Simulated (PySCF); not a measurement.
H₃ClSi, charge -1, doublet, at the geometry of the source list (a state made from the parent by changing its charge; the spin is typed, not shown lowest) (in this run its highest filled SCF level lies above zero, so its values depend strongly on the basis, on diffuse functions most of all); DF-HF/aug-cc-pVDZ (PySCF).

The PySCF input:
```python
from pyscf import gto, scf
import numpy

mol = gto.M(
    atom='''
Si   -0.129100   -0.005700   -0.004600
Cl    1.878100    0.083600    0.067600
H    -0.504300   -0.998400   -1.005300
H    -0.630000    1.313800   -0.372600
H    -0.614800   -0.393300    1.315000
''',
    basis='aug-cc-pvdz',
    charge=-1,
    spin=1,
    verbose=4,
    cart=True,
)
print('smallest overlap eigenvalue', numpy.linalg.eigvalsh(mol.intor('int1e_ovlp'))[0])

mf = scf.UHF(mol)
mf = mf.density_fit(auxbasis='def2-universal-jkfit')
mf.kernel()
```

Predict the main parts of the log of this PySCF run.


```
PySCF version 2.14.0

[INPUT] verbose = 4
[INPUT] num. atoms = 5
[INPUT] num. electrons = 35
[INPUT] charge = -1
[INPUT] spin (= nelec alpha-beta = 2S) = 1
[INPUT] symmetry False subgroup None
[INPUT] Mole.unit = angstrom
[INPUT] Cartesian GTO integrals (6d 10f)
[INPUT] Symbol           X                Y                Z      unit          X                Y                Z       unit  Magmom
[INPUT]  1 Si    -0.129100000000  -0.005700000000  -0.004600000000 AA   -0.243963642681  -0.010771438910  -0.008692740173 Bohr   0.0
[INPUT]  2 Cl     1.878100000000   0.083600000000   0.067600000000 AA    3.549094634546   0.157981104014   0.127745486021 Bohr   0.0
[INPUT]  3 H     -0.504300000000  -0.998400000000  -1.005300000000 AA   -0.952988884618  -1.886702562766  -1.899741673025 Bohr   0.0
[INPUT]  4 H     -0.630000000000   1.313800000000  -0.372600000000 AA   -1.190527458476   2.482722182454  -0.704111954013 Bohr   0.0
[INPUT]  5 H     -0.614800000000  -0.393300000000   1.315000000000 AA   -1.161803621383  -0.743229284791   2.484989853803 Bohr   0.0

nuclear repulsion = 88.085674634342
number of shells = 31
number of NR pGTOs = 137
number of NR cGTOs = 85
basis = aug-cc-pvdz
ecp = {}
smallest overlap eigenvalue 0.00030532803360128587

******** <class 'pyscf.df.df_jk.DFUHF'> ********
method = DFUHF
initial guess = minao
damping factor = 0
level_shift factor = 0
DIIS = <class 'pyscf.scf.diis.CDIIS'>
diis_start_cycle = 1
diis_space = 8
diis_damp = 0
SCF conv_tol = 1e-09
SCF conv_tol_grad = None
SCF max_cycles = 50
direct_scf = False
number electrons alpha = 18  beta = 17
Set gradient conv threshold to 3.16228e-05
******** <class 'pyscf.df.df.DF'> ********
auxbasis = def2-universal-jkfit
init E= -750.164453427204

cycle= 1 E= -750.143753204681  delta_E= 0.0207  |g|= 0.174  |ddm|= 5.42
cycle= 2 E= -750.168832171117  delta_E= -0.0251  |g|= 0.0683  |ddm|= 1.24
cycle= 3 E= -750.173212993965  delta_E= -0.00438  |g|= 0.0213  |ddm|= 0.703
cycle= 4 E= -750.17455919246  delta_E= -0.00135  |g|= 0.00684  |ddm|= 0.684
cycle= 5 E= -750.174989021482  delta_E= -0.00043  |g|= 0.0038  |ddm|= 1.16
cycle= 6 E= -750.175221966607  delta_E= -0.000233  |g|= 0.00341  |ddm|= 1.24
cycle= 7 E= -750.175368236166  delta_E= -0.000146  |g|= 0.00364  |ddm|= 0.809
cycle= 8 E= -750.174822942053  delta_E= 0.000545  |g|= 0.00234  |ddm|= 3.87
cycle= 9 E= -750.174596795414  delta_E= 0.000226  |g|= 0.000909  |ddm|=  4.5
cycle= 10 E= -750.174590623289  delta_E= 6.17e-06  |g|= 0.000392  |ddm|= 1.18
cycle= 11 E= -750.174591339035  delta_E= -7.16e-07  |g|= 0.000237  |ddm|= 0.36
cycle= 12 E= -750.174591250539  delta_E= 8.85e-08  |g|= 8.77e-05  |ddm|= 0.105
cycle= 13 E= -750.174591240364  delta_E= 1.02e-08  |g|= 2.39e-05  |ddm|= 0.0773
cycle= 14 E= -750.174591244742  delta_E= -4.38e-09  |g|= 1.23e-05  |ddm|= 0.00916
cycle= 15 E= -750.174591245202  delta_E= -4.6e-10  |g|= 4.1e-06  |ddm|= 0.00285
Extra cycle  E= -750.174591245276  delta_E= -7.46e-11  |g|= 2.53e-06  |ddm|= 0.0012
converged SCF energy = -750.174591245276  <S^2> = 0.7507707  2S+1 = 2.0007706
```
